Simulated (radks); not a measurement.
Neutral beryllium, 4 electrons, occupied as [He] 2s2. Calculated with a radial shooting solver on a logarithmic mesh with Libxc functionals: non-relativistic Kohn-Sham, PBE, spin-polarised, spherical densities, point nucleus.

Unscreened Slater integrals over Kohn-Sham orbitals (cm^-1). They are taken over the spin-up orbitals. Empty in this configuration: 2p.

| integral | value |
|---|---|
| F0(2s,2s) | 76649 |
| F0(2s,1s) | 108200 |
| G0(2s,1s) | 6708.3 |
| F0(2s,2p) | 69045 |
| G1(2s,2p) | 42530 |
| F0(1s,1s) | 493630 |
| F0(1s,2p) | 91414 |
| G1(1s,2p) | 5551.4 |
| F0(2p,2p) | 63021 |
| F2(2p,2p) | 28409 |
